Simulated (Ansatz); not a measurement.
Ideal-gas functions of `[SH][Ge][SH]` at 298.15 K and 1 bar, from an Ansatz frequency run at PBE0-D4/def2-TZVP.

Molar mass 138.76 g/mol, point group C2v (symmetry number 2), electronic degeneracy 1, moments of inertia 73.942, 200.221, 274.163 u Å². Harmonic wavenumbers (cm⁻¹, unscaled): 172, 235, 327, 373, 386, 594, 690, 2706, 2707.

Use S(trans) = R[1.5 ln M + 2.5 ln T − 1.1517]; rotational temperatures θ = 24.2544 K / I; S(rot) = R[ln(√π/σ · √(T³/θAθBθC)) + 1.5]; for each mode x = 1.438777 ν̃/T, S = R[x/(eˣ − 1) − ln(1 − e⁻ˣ)] and H = RT x/(eˣ − 1); 1 cm⁻¹ = 0.0119627 kJ/mol; R = 8.31446 J/(mol·K).

Task: By hand: the entropy, in J/(mol·K).

Result: Translation 170.4. Rotation: θ = 0.328, 0.1211, 0.0885 K, giving 106.0. Vibration, mode by mode: 10.10, 7.70, 5.33, 4.47, 4.25, 1.93, 1.33, 0.00, 0.00, in all 35.1. Electronic 0.0. Sum 311.5 J/(mol·K).

Task: By hand: H − E and G − E in kJ/mol, counted from the electronic energy.

Result: Zero-point energy ½ × 8190 × 0.0119627 = 49.0; thermal vibration 6.4; translation, rotation and pV give 4 RT = 9.9. H − E = 65.3 kJ/mol, and G − E = 65.3 − 298.15 × 311.5/1000 = -27.6 kJ/mol.

Vibration gives 11 % of the entropy. The sum counts one conformer and one mirror image; others add a mixing term.
